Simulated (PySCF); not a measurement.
# Computed data sheet: delta-valerolactam, `O=C1CCCCN1`

Compound: delta-valerolactam, C5H9NO.
Structure used (GFN2-xTB), in Å, numbered top down from 1:
```
atom  x, y, z in Å
O1     2.4902    1.2705   -0.0789
C2     1.3997    0.7357   -0.0572
C3     1.1973   -0.7101   -0.4699
C4    -0.0983   -1.3211    0.0486
C5    -1.2530   -0.3772   -0.2628
C6    -1.0400    0.9217    0.5035
N7     0.2930    1.4343    0.2796
H8     1.2036   -0.7207   -1.5638
H9     2.0686   -1.2771   -0.1394
H10   -0.0327   -1.4735    1.1283
H11   -0.2601   -2.2943   -0.4180
H12   -1.2791   -0.1731   -1.3349
H13   -2.2085   -0.8155    0.0270
H14   -1.7623    1.6792    0.1835
H15   -1.1932    0.7421    1.5778
H16    0.4671    2.3881    0.5652
```

Among its groups: amide.

**GFN2-xTB geometry**

* Point group of the GFN2-xTB geometry: C1
* Rotational constants A, B, C of the GFN2-xTB geometry: 4.647, 2.526, 1.755 GHz

CAM-B3LYP/def2-SVPD ground state and vertical TDDFT (core frozen in the response) (PySCF):

* Dipole moment: 4.49 D
* HOMO energy: -8.57 eV
* LUMO energy: 1.04 eV
* HOMO–LUMO gap: 9.61 eV
* Lowest singlet excitation: 5.62 eV (221 nm, f = 0.001)
* Strongest line among the 8 lowest singlet transitions: S4 at 7.20 eV (172 nm, f = 0.091)
* Lowest triplet excitation (Tamm–Dancoff): 5.18 eV
* Static isotropic polarisability: 67.5 au
* Electronic spatial extent ⟨r²⟩ about the centre of nuclear charge: 723 bohr²

Monoisotopic mass from the formula: 99.0684 u.

The rotational constants make it an asymmetric top with κ = (2B − A − C)/(A − C) = -0.47, nearer the prolate limit (−1). The principal polarisabilities are 54.5, 69.2 and 78.9 au; their mean is the isotropic value. In wavenumbers S1 is 45300 cm⁻¹ (1 eV = 8065.54 cm⁻¹). The dipole matches unit charges of opposite sign 0.93 Å apart (1 e·Å = 4.8032 D). A dipole of 4.49 D is allowed in C1, and pure rotational transitions are dipole-allowed.

Isolated species at its GFN2-xTB geometry (one conformer only).
